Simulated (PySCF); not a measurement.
C4H6OSe, SMILES [C@@H]1(C(=C)OC1)[SeH]. The structure is a stationary point at PBE0-D3(BJ)/def2-SVP. The structure was generated by enumeration; whether it is a known compound was not checked. One conformer was computed; it need not be the lowest.

**Question.** Give the equilibrium geometry at PBE0-D3(BJ)/def2-SVP (PySCF confirms it by a frequency run) as a Z-matrix. (Estimate from the structure and the level; the computed values follow.)

**Answer.** One answer among several that fit: 
```
C
H 1 1.0984
C 1 1.5068 2 114.30
C 3 1.3297 1 136.60 2 69.25
O 3 1.3684 4 128.94 1 -178.57
H 4 1.0899 3 119.50 5 -179.32
H 4 1.0908 6 119.71 3 -179.74
C 5 1.4370 3 91.95 4 176.36
H 8 1.1007 5 111.72 3 -114.82
H 8 1.1016 9 110.38 5 125.08
Se 1 1.9478 2 109.12 3 128.63
H 11 1.4729 1 94.89 2 45.76
```
